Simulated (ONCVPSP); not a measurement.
## hydrogen (H): variants of one ONCV potential

Base potential:

* Element: hydrogen
* Generator: ONCVPSP 4.0.1
* Type: optimised norm-conserving Vanderbilt (ONCV)
* Functional: PBE
* Relativity: fully relativistic
* Frozen core: none
* Valence charge: 1
* Reference configuration: 1s1
* Partial waves: 1s: rc 1.45 bohr, ncon 4, nbas 8, qcut 9.2 1/bohr, 1 projector; p scattering state at 0.29 Ha: rc 1.45 bohr, ncon 4, nbas 7, qcut 5.9 1/bohr, 2 projectors, debl 0.9 Ha
* Local potential: polynomial inside 1.30 bohr (lpopt 5, dvloc0 -1 Ha)
* Core correction: none

Open shells are filled in proportion to 2j + 1.

Cutoffs, loose and tight: the cutoffs (Ha) at which the residual kinetic energy of the hardest occupied pseudo-wave falls to 1 and 0.1 mHa per electron. They do not see the model core or the augmentation charge, which bear on the density cutoff. Test errors are all-electron minus pseudo excitation energies from the reference, over the configurations 1s0.5. A dash means not determined; rows that change the core or the reference have their own tests.

| change | outcome | cutoff, loose | cutoff, tight | bound ghosts | GHOST(+) flags above zero |
| --- | --- | --- | --- | --- | --- |
| base | generated | 15 Ha | 22 Ha | none | none |
| local potential polynomial inside 1.20 bohr (lpopt 5, dvloc0 3 Ha) | generated | 15 Ha | 22 Ha | none | none |
| s: qcut 6.9 | generated | 13 Ha | 17 Ha | none | none |
| p: ncon 3, nbas 6 | generated | 15 Ha | 22 Ha | none | none |
| functional Wu-Cohen | generated | 15 Ha | 22 Ha | none | none |
| s: nbas 7 | generated | 15 Ha | 23 Ha | none | none |
| s: rc 1.32 | generated | 17 Ha | 24 Ha | none | none |
| local potential polynomial inside 1.30 bohr (lpopt 5, dvloc0 3 Ha) | generated | 15 Ha | 22 Ha | none | none |
| all radii scaled by about 0.80 (s 1.16, p 1.16 bohr); local potential polynomial inside 1.04 bohr (lpopt 5, dvloc0 -1 Ha) | generated | 18 Ha | 27 Ha | none | none |

Task: What comes out with this change to the base: s: qcut 11.2; p: qcut 7.2?

Result: outcome: generated; cutoff, loose: 17 Ha; cutoff, tight: 26 Ha; bound ghosts: none; GHOST(+) flags above zero: none.

Task: What comes out with this change to the base: s: rc 1.04; local potential polynomial inside 1.04 bohr (lpopt 5, dvloc0 -1 Ha)?

Result: outcome: generated; cutoff, loose: 20 Ha; cutoff, tight: 29 Ha; bound ghosts: none; GHOST(+) flags above zero: none.
